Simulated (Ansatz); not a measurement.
Single points on the cluster Al₂Te₄⁻.

```yaml
crystal:
  periodic: [false, false, false]
  atoms:
    - {symbol: Al, position_ang: [-1.104363, 2.082176, -1.290533]}
    - {symbol: Al, position_ang: [-0.061300, -1.257776, 0.394711]}
    - {symbol: Te, position_ang: [1.172265, 2.723459, -0.302374]}
    - {symbol: Te, position_ang: [-2.049656, -0.282640, -0.989152]}
    - {symbol: Te, position_ang: [0.114838, -3.542814, 1.263540]}
    - {symbol: Te, position_ang: [1.928216, 0.277596, 0.923809]}
basis:
  gaussian: {orbitals: STO-3G}
total_charge: -1
magnetization: {spin_polarized: true, initial_magnetization: 1}
hamiltonian: {xc: hf}
scf: {omitted_lower_state_checks: [starts]}
output: {orbitals: {seedname: orbitals}}
```

The file start.molden holds the orbitals of an earlier run on this structure, at another level or in another basis.

```sh
$ ansatz run in.yaml --threads 4 --pin off --events-out ev --progress --plain --max-ram 4787MiB
```

It prints (some lines left out):

```
Functional definition: HF
  name "HF"
  cite "Fock, Z. Phys. 61, 126 (1930) doi:10.1007/BF01340294"
  parent pbe
  exchange = exact_x
  correlation = 0
these checks for a lower state are left out or cut short: starts
1335 factors; integrals over basis functions are off by at most 2.3e-5 eV
mean field evaluation 1: about -725635.2938 eV, gradient 2.0e1 eV
mean field evaluation 2: about -725635.3143 eV, gradient 2.0e1 eV
mean field evaluation 4: about -725640.5085 eV, gradient 1.9e0 eV
mean field evaluation 8: about -725640.6195 eV, gradient 9.3e-6 eV
mean field -725640.61854099 eV, -26666.8008745044 hartree, gradient 2.5e-5 eV, S^2 0.757226; 0 other end points of the search recorded, 0 dependent functions left out
reference -725640.61854099 eV, -26666.8008745044 hartree; 118, 117 occupied and 8, 9 virtual orbitals, 1335 factors
Total energy: -725640.61854099 eV, -26666.8008745044 hartree
Checks for a lower state left out: starts
```

It took 27 s on 4 threads of Intel Xeon on a shared host, peak host memory 1.1 GiB.

The first input with `gaussian: {orbitals: def2-SVP, initial_orbitals: start.molden}`, `hamiltonian: {xc: lda}` (abridged; 9 s):

```
Functional definition: SPW92
mean field -42271.90375028 eV, -1553.4638098974 hartree, gradient 9.7e-6 eV, S^2 0.754478
Total energy: -42271.90378554 eV, -1553.4638111929 hartree
Checks for a lower state left out: starts
```

First input, but with `gaussian: {orbitals: def2-SVP, initial_orbitals: start.molden}`, `hamiltonian: {xc: hse06, dispersion: d4}` (abridged; 23 s):

```
Functional definition: HSE06
mean field -42365.20829640 eV, -1556.8926887230 hartree, gradient 5.3e-5 eV, S^2 0.758639
Total energy: -42365.65748589 eV, -1556.9091961325 hartree
Checks for a lower state left out: starts
```

As the first input, with `gaussian: {orbitals: def2-SVP, initial_orbitals: start.molden}`, `hamiltonian: {xc: pbe0, dispersion: d4}` (abridged; 21 s):

```
Functional definition: PBE0
mean field -42365.64696555 eV, -1556.9088095172 hartree, gradient 1.1e-5 eV, S^2 0.758355
Total energy: -42366.10331134 eV, -1556.9255799157 hartree
Checks for a lower state left out: starts
```

The first input with `gaussian: {orbitals: def2-SVP, initial_orbitals: start.molden}`, `hamiltonian: {xc: r2scan, dispersion: d4}` (abridged; 26 s):

```
Functional definition: r2SCAN
mean field -42380.77237101 eV, -1557.4646579153 hartree, gradient 2.4e-5 eV, S^2 0.761515
Total energy: -42380.87826316 eV, -1557.4685493800 hartree
Checks for a lower state left out: starts
```

As the first input, with `gaussian: {orbitals: def2-SVP, initial_orbitals: start.molden}`, `hamiltonian: {xc: pbe, dispersion: d4}`, `output: {forces: true, orbitals: {seedname: orbitals}}` (abridged; 12 s):

```
Functional definition: PBE
mean field -42362.48240390 eV, -1556.7925140216 hartree, gradient 2.4e-5 eV, S^2 0.757486
Total energy: -42362.99373674 eV, -1556.8113051566 hartree
Atom 0 force    -0.010376     0.004859    -0.007148 eV/Å
Atom 1 force     0.021552    -0.043536     0.025461 eV/Å
Atom 2 force    -0.011226    -0.014759    -0.001184 eV/Å
Atom 3 force     0.004242     0.018441    -0.003626 eV/Å
Atom 4 force    -0.003116     0.043799    -0.016446 eV/Å
Atom 5 force    -0.001076    -0.008804     0.002943 eV/Å
Dipole moment:     0.080070     0.735936    -0.207401 e Å
Checks for a lower state left out: starts
```

The first input with `gaussian: {orbitals: def2-SVP, initial_orbitals: start.molden}`, `hamiltonian: {xc: {name: revPBE}, dispersion: d4}` (abridged; 11 s):

```
Functional definition: revPBE
mean field -42372.30323403 eV, -1557.1534228721 hartree, gradient 1.7e-5 eV, S^2 0.758346
Total energy: -42373.18213437 eV, -1557.1857218637 hartree
Checks for a lower state left out: starts
```

Geometry: PBE-D4/def2-SVPD.

In the def2 sets Te takes a core potential, while STO-3G treats all electrons; there is no spin–orbit coupling. HSE06 is defined as in plane-wave codes, on full-range PBE exchange. At HF/STO-3G the highest occupied level of the charge -1 doublet lies above zero (up to 0.72 eV). In Hartree–Fock with STO-3G the lack of diffuse functions raises the level. Another isomer (doublet) lies 1.05 eV lower at PBE0-D4/def2-SVP; other spin states weren't run for this one.
